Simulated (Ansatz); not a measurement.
```xyz
5

C     0.0306    0.0043   -0.0393
H     0.6607    0.6198    0.6738
H     0.6828   -0.6375   -0.6444
H    -0.5955    0.6169   -0.6070
H    -0.6741   -0.6232    0.6061
```

Basis set: aug-cc-pVDZ (spherical functions). Correlated methods keep 1 orbital frozen. Charge 0, multiplicity 1.

Computed with Ansatz (development build ahead of 0.2.0); each method stands on the lowest determinant of its kind that the runs found. Restricted open shells among the atoms or ions are ROHF, correlated in semicanonical orbitals with singles.

Q: Give the atomization energy at this shape (free ground-state atoms in the same class of orbitals less the molecule, no zero-point energy) of singlet CH4 by RHF-MP2, RHF.

A:

```tsv
method	atomization energy
RHF-MP2	392.02 kcal/mol
RHF	322.49 kcal/mol
```
